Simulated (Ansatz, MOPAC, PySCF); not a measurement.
System: SnI, charge 1, multiplicity 1. SMILES: [Sn+][I]
Geometry: optimised at B3LYP-D3(BJ)/def2-TZVP (Ansatz, an electronic-structure program).

Unscaled harmonic wavenumbers (cm⁻¹) in rising order, each level at the stationary point that it reaches from this structure (no distance between atoms moves by over 0.3 Å); the order of modes can differ between levels, and a negative number is imaginary. B3LYP-D3(BJ)/def2-TZVP (PySCF, at the structure above): 234.

AM1 (MOPAC): 187. Zero-point energy 0.3 against 0.3 kcal/mol.

PM3 (MOPAC): 220. Zero-point energy 0.3 against 0.3 kcal/mol.

HF/LANL2DZ (Ansatz): 218. Zero-point energy 0.3 against 0.3 kcal/mol.
